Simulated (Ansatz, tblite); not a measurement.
Cost and result up the ladder for Ga₄As₄H₁₄, a cluster cut from wurtzite GaAs (hydrogen-capped) (22 atoms). The state is a singlet with charge 0. Geometry: PBE-D4/def2-SVP.

```tsv
atom	x (Å)	y (Å)	z (Å)
Ga1	-1.102	-1.845	-1.836
As2	0.056	-2.441	0.387
Ga3	1.477	1.489	-1.895
As4	-0.844	0.625	-1.658
As5	2.381	0.580	0.339
Ga6	0.984	-0.725	1.931
Ga7	-2.235	1.728	0.087
As8	-0.980	0.787	2.130
H9	-0.131	-2.454	-2.920
H10	-2.596	-2.291	-1.590
H11	1.192	-3.441	0.198
H12	-0.814	-3.325	1.274
H13	2.295	0.671	-2.969
H14	1.538	3.054	-1.697
H15	-1.503	1.111	-2.949
H16	3.638	-0.264	0.152
H17	3.023	1.669	1.193
H18	1.662	-1.226	3.260
H19	-3.660	1.059	0.202
H20	-1.943	3.277	0.170
H21	-1.914	0.077	3.106
H22	-0.525	1.886	3.086
```

Ansatz on 2 threads of AMD EPYC 7R13 on a shared host and a share (18 GiB) of an NVIDIA H100 80GB HBM3; xTB runs through tblite on one thread. Times are rough, summed over both states, and most runs start from the orbitals of an earlier one. r2SCAN0-D4/def2-TZVP serves as the yardstick here, not as an exact answer. The other state is a doublet.

The xTB rows come from tblite. Single mean-field runs in def2-TZVP are fitted with def2-universal-jkfit.

Run but left out: PBE-D4/def2-TZVP (charge +1 doublet: an occupied level 0.07 eV above an empty one).

Raw xTB energies of ions are shifted by several eV.

```tsv
level	functions	wall time
GFN2-xTB	86	0.087 s
GFN1-xTB	100	0.12 s
PBE0-D4/def2-TZVP (with forces)	468	22 s
r2SCAN0-D4/def2-TZVP	468	46 s
```

Question: Estimate what each level gives for the vertical IE (eV).

Answer: 
| level | vertical IE (eV) | difference from r2SCAN0-D4/def2-TZVP (eV) |
| --- | --- | --- |
| GFN2-xTB | 12.53 | 3.85 |
| GFN1-xTB | 12.64 | 3.96 |
| PBE0-D4/def2-TZVP (with forces) | 8.60 | -0.07 |
| r2SCAN0-D4/def2-TZVP | 8.68 | 0.00 |
